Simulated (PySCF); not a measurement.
Simulation results for AlB2H2O, BH2O2Si, BH2OSi, BH3OSi2 and others

All values are calculated (PySCF 2.14.0). Calculation on a computer-drawn molecule: the log of a Hartree-Fock and frozen-core CCSD(T) single point meant for a local Hartree-Fock minimum, with one planted fault or none, to be diagnosed. Offsets are logged minus clean, where the clean run is the same molecule without the fault. The reference is restricted for singlets and unrestricted otherwise, and also for a bond in bohr or an excited solution. Adding or removing an electron swaps singlet and doublet. The excited solution moves the top pair (singlet) or top alpha electron (doublet) to the lowest empty orbital. Highest occupied and lowest empty are orbital energies over both spins, largest force is the largest gradient component, triples share is (T) over the correlation energy, the T1 limit is 0.02 restricted and 0.045 unrestricted, electrons count all cores, a negative frequency is imaginary (commonest isotopes), and the dipole is about the centre of nuclear charge.

Common to all runs: logged SCF converged yes; logged CC converged yes; logged SCF stable within its kind yes; possible faults no fault, one electron removed, one electron added, multiplicity raised by two, geometry at a saddle point, SCF held on an excited solution, minimal basis STO-3G, one bond length entered in bohr, all coordinates scaled.

(1) AlB2H2O

Logged structure:
```xyz
6
AlB2H2O
O     -0.8613    -3.2698    -0.2618
B     -0.5080    -2.1515    -0.3894
B     -0.1141    -0.5121    -0.4648
Al    -1.2008     0.9084     0.7610
H      0.7399    -0.0641    -1.1603
H     -1.9608     1.9450     1.6245
```

| Property | Result |
| --- | --- |
| meant charge | 1 |
| meant multiplicity | 1 |
| meant basis | cc-pV(D+d)Z |
| logged electrons | 32 |
| logged basis functions | 75 |
| logged spin squared | 0 |
| logged highest occupied | -17.181 eV |
| logged lowest empty | -6.2307 eV |
| logged largest force | 1.812e-05 hartree/bohr |
| logged lowest frequency | 103.73 cm⁻¹ |
| logged T1 diagnostic | 0.022444 |
| logged D1 diagnostic | 0.066344 |
| logged triples share | 0.033454 |
| logged dipole magnitude | 9.6997 debye |
| logged energy HF | -367.05406 hartree |
| logged energy CCSD(T) | -367.4701 hartree |
| planted fault | no fault |
| HF energy offset from clean run | 0 kcal/mol |
| CCSD(T) energy offset from clean run | 0 kcal/mol |

Drawn bonds:
```csv
atom,other atom,order
1,2,2
2,3,1
3,4,1
3,5,1
4,6,1
```

Notes: T1 above single-reference limit.

(2) AlB2H2O

Logged structure:
```xyz
6
AlB2H2O
O     -0.8186    -0.9631    -1.9855
B     -0.8175    -1.2285    -0.8260
B     -0.8165    -1.6007     0.7991
Al    -0.8193    -2.0713     2.8261
H      0.2747    -3.0684     3.3692
H     -1.9148    -1.4148     3.7507
```

| Item | Value |
| --- | --- |
| meant charge | 0 |
| meant multiplicity | 2 |
| meant basis | cc-pV(D+d)Z |
| logged electrons | 34 |
| logged basis functions | 75 |
| logged spin squared | 0 |
| logged highest occupied | -1.4986 eV |
| logged lowest empty | 5.7104 eV |
| logged largest force | 0.044173 hartree/bohr |
| logged T1 diagnostic | 0.024765 |
| logged D1 diagnostic | 0.07105 |
| logged triples share | 0.037101 |
| logged dipole magnitude | 0.70567 debye |
| logged energy HF | -367.31042 hartree |
| logged energy CCSD(T) | -367.76712 hartree |
| planted fault | one electron added |
| HF energy offset from clean run | -10.87 kcal/mol |
| CCSD(T) energy offset from clean run | -33.05 kcal/mol |

Drawn bonds:
```csv
atom,other atom,order
1,2,2
2,3,1
3,4,1
4,5,1
4,6,1
```

Notes: T1 above single-reference limit.

(3) AlB2H2O

Logged structure:
```xyz
6
AlB2H2O
O     -0.8415    -0.9900    -2.0411
B     -0.8404    -1.2629    -0.8491
B     -0.8394    -1.6455     0.8214
Al    -0.8423    -2.1293     2.9053
H      0.2824    -3.1543     3.4635
H     -1.9684    -1.4544     3.8557
```

| Property | Result |
| --- | --- |
| meant charge | 0 |
| meant multiplicity | 2 |
| meant basis | cc-pV(D+d)Z |
| logged electrons | 33 |
| logged basis functions | 75 |
| logged spin squared | 0.7624 |
| logged highest occupied | -9.3439 eV |
| logged lowest empty | -0.21677 eV |
| logged largest force | 0.058304 hartree/bohr |
| logged T1 diagnostic | 0.024031 |
| logged D1 diagnostic | 0.070975 |
| logged triples share | 0.033889 |
| logged dipole magnitude | 3.768 debye |
| logged energy HF | -367.28846 hartree |
| logged energy CCSD(T) | -367.71376 hartree |
| planted fault | all coordinates scaled, by +2.8 % |
| HF energy offset from clean run | 2.909 kcal/mol |
| CCSD(T) energy offset from clean run | 0.433 kcal/mol |

Drawn bonds:
```csv
atom,other atom,order
1,2,2
2,3,1
3,4,1
4,5,1
4,6,1
```

(4) BH2O2Si

Logged structure:
```xyz
6
BH2O2Si
O     -1.7995    -1.0752    -2.8947
B     -0.8034    -1.0153    -2.2132
Si     0.9549    -1.0758    -1.0749
O      0.3257    -0.6966     0.5094
H      1.3829     0.3230    -1.5536
H     -0.1814     0.0947     0.5524
```

| Property | Result |
| --- | --- |
| meant charge | -1 |
| meant multiplicity | 1 |
| meant basis | aug-cc-pV(D+d)Z |
| logged electrons | 38 |
| logged basis functions | 119 |
| logged spin squared | 2.0083 |
| logged highest occupied | 0.42884 eV |
| logged lowest empty | 3.4452 eV |
| logged largest force | 0.053567 hartree/bohr |
| logged T1 diagnostic | 0.03597 |
| logged D1 diagnostic | 0.1971 |
| logged triples share | 0.037436 |
| logged dipole magnitude | 3.3833 debye |
| logged energy HF | -464.54284 hartree |
| logged energy CCSD(T) | -465.16068 hartree |
| planted fault | multiplicity raised by two |
| HF energy offset from clean run | 52.14 kcal/mol |
| CCSD(T) energy offset from clean run | 60.36 kcal/mol |

Drawn bonds:
```csv
atom,other atom,order
1,2,2
2,3,1
3,4,1
3,5,1
4,6,1
```

Notes: highest electron not bound in this basis.

(5) BH2OSi

Logged structure:
```xyz
5
BH2OSi
O     -2.4378     1.5040    -1.7250
B     -1.3639     1.1581    -1.4076
Si     0.4661     0.5679    -0.8666
H      1.3656     1.5085    -0.2031
H      1.2791    -2.0203    -1.3778
```

| Item | Value |
| --- | --- |
| meant charge | 1 |
| meant multiplicity | 1 |
| meant basis | cc-pV(D+d)Z |
| logged electrons | 28 |
| logged basis functions | 61 |
| logged spin squared | 0.8527 |
| logged highest occupied | -18.174 eV |
| logged lowest empty | -7.7663 eV |
| logged largest force | 0.01383 hartree/bohr |
| logged T1 diagnostic | 0.056446 |
| logged D1 diagnostic | 0.20939 |
| logged triples share | 0.042525 |
| logged dipole magnitude | 7.7161 debye |
| logged energy HF | -389.24439 hartree |
| logged energy CCSD(T) | -389.60487 hartree |
| planted fault | one bond length entered in bohr, row 4 of the drawn bonds |
| HF energy offset from clean run | 70.64 kcal/mol |
| CCSD(T) energy offset from clean run | 78.12 kcal/mol |

Drawn bonds:
```csv
atom,other atom,order
1,2,2
2,3,1
3,4,1
3,5,1
```

Notes: T1 above single-reference limit.

(6) BH3OSi2

Logged structure:
```xyz
7
BH3OSi2
O     -1.1110    -2.3083    -2.3914
B     -0.7183    -1.1971    -2.2459
Si     0.0233     0.6715    -2.0498
Si     2.3016     0.6865    -2.8803
H     -0.0237     1.0067    -0.6056
H     -0.8931     1.5736    -2.7834
H      2.7138    -0.3064    -1.8149
```

| Item | Value |
| --- | --- |
| meant charge | 0 |
| meant multiplicity | 1 |
| meant basis | cc-pV(D+d)Z |
| logged electrons | 45 |
| logged basis functions | 89 |
| logged spin squared | 0.7678 |
| logged highest occupied | -2.2034 eV |
| logged lowest empty | 6.4986 eV |
| logged largest force | 0.025201 hartree/bohr |
| logged T1 diagnostic | 0.019538 |
| logged D1 diagnostic | 0.054414 |
| logged triples share | 0.033571 |
| logged dipole magnitude | 3.793 debye |
| logged energy HF | -679.20813 hartree |
| logged energy CCSD(T) | -679.71417 hartree |
| planted fault | one electron added |
| HF energy offset from clean run | -30.9 kcal/mol |
| CCSD(T) energy offset from clean run | -35.11 kcal/mol |

Drawn bonds:
```csv
atom,other atom,order
1,2,2
2,3,1
3,4,1
3,5,1
3,6,1
4,7,1
```

(7) AlBClH2O

Logged structure:
```xyz
6
AlBClH2O
O     -3.1926    -0.7162     1.2847
B     -2.8486     0.0406     0.4130
Al    -2.1597     1.3976    -1.1669
Cl    -3.9805     2.5009    -1.8967
H     -1.1269     2.4595    -0.5397
H     -1.5561     0.5329    -2.3817
```

| Property | Result |
| --- | --- |
| meant charge | -1 |
| meant multiplicity | 1 |
| meant basis | aug-cc-pV(D+d)Z |
| logged electrons | 45 |
| logged basis functions | 128 |
| logged spin squared | 0.7721 |
| logged highest occupied | -11.618 eV |
| logged lowest empty | -4.2866 eV |
| logged largest force | 0.078782 hartree/bohr |
| logged T1 diagnostic | 0.051526 |
| logged D1 diagnostic | 0.31303 |
| logged triples share | 0.039332 |
| logged dipole magnitude | 5.885 debye |
| logged energy HF | -802.14043 hartree |
| logged energy CCSD(T) | -802.68715 hartree |
| planted fault | one electron removed |
| HF energy offset from clean run | 125.6 kcal/mol |
| CCSD(T) energy offset from clean run | 133.7 kcal/mol |

Drawn bonds:
```csv
atom,other atom,order
1,2,2
2,3,1
3,4,1
3,5,1
3,6,1
```

Notes: T1 above single-reference limit.

(8) AlBClO

Logged structure:
```xyz
4
AlBClO
O     -1.1151    -3.3208     3.5816
B     -0.2701    -2.4950     3.4637
Al     1.1752    -0.9205     3.2999
Cl     3.0401    -1.4810     2.4753
```

| Item | Value |
| --- | --- |
| meant charge | 0 |
| meant multiplicity | 2 |
| meant basis | cc-pV(D+d)Z |
| logged electrons | 43 |
| logged basis functions | 74 |
| logged spin squared | 0.7571 |
| logged highest occupied | -9.4829 eV |
| logged lowest empty | -0.21745 eV |
| logged largest force | 1.376e-05 hartree/bohr |
| logged lowest frequency | 107.36 cm⁻¹ |
| logged T1 diagnostic | 0.02023 |
| logged D1 diagnostic | 0.055135 |
| logged triples share | 0.031926 |
| logged dipole magnitude | 3.4791 debye |
| logged energy HF | -801.0771 hartree |
| logged energy CCSD(T) | -801.54598 hartree |
| planted fault | no fault |
| HF energy offset from clean run | 0 kcal/mol |
| CCSD(T) energy offset from clean run | 0 kcal/mol |

Drawn bonds:
```csv
atom,other atom,order
1,2,2
2,3,1
3,4,1
```

(9) AlBHO2

Logged structure:
```xyz
5
AlBHO2
O     -1.1463    -2.5354    -0.3881
B     -0.5727    -1.5316    -0.1105
Al     0.4475     0.2766     0.4738
O      1.1998     1.1706    -0.7354
H      1.2816     1.0533    -1.6676
```

| Item | Value |
| --- | --- |
| meant charge | 0 |
| meant multiplicity | 2 |
| meant basis | cc-pV(D+d)Z |
| logged electrons | 34 |
| logged basis functions | 70 |
| logged spin squared | 0 |
| logged highest occupied | -18.758 eV |
| logged lowest empty | -7.8994 eV |
| logged largest force | 0.062418 hartree/bohr |
| logged T1 diagnostic | 0.025237 |
| logged D1 diagnostic | 0.060825 |
| logged triples share | 0.032768 |
| logged dipole magnitude | 7.1534 debye |
| logged energy HF | -416.68845 hartree |
| logged energy CCSD(T) | -417.20944 hartree |
| planted fault | one electron removed |
| HF energy offset from clean run | 196.8 kcal/mol |
| CCSD(T) energy offset from clean run | 192.9 kcal/mol |

Drawn bonds:
```csv
atom,other atom,order
1,2,2
2,3,1
3,4,1
4,5,1
```

Notes: T1 above single-reference limit.

(10) AlBHO2

Structure as in entry 9.

| Quantity | Value |
| --- | --- |
| meant charge | 0 |
| meant multiplicity | 2 |
| meant basis | cc-pV(D+d)Z |
| logged electrons | 36 |
| logged basis functions | 70 |
| logged spin squared | 0 |
| logged highest occupied | -0.8159 eV |
| logged lowest empty | 6.2211 eV |
| logged largest force | 0.060432 hartree/bohr |
| logged T1 diagnostic | 0.020335 |
| logged D1 diagnostic | 0.048957 |
| logged triples share | 0.029006 |
| logged dipole magnitude | 4.9114 debye |
| logged energy HF | -417.00488 hartree |
| logged energy CCSD(T) | -417.5488 hartree |
| planted fault | one electron added |
| HF energy offset from clean run | -1.735 kcal/mol |
| CCSD(T) energy offset from clean run | -20.01 kcal/mol |

Drawn bonds:
```csv
atom,other atom,order
1,2,2
2,3,1
3,4,1
4,5,1
```

Notes: T1 above single-reference limit.
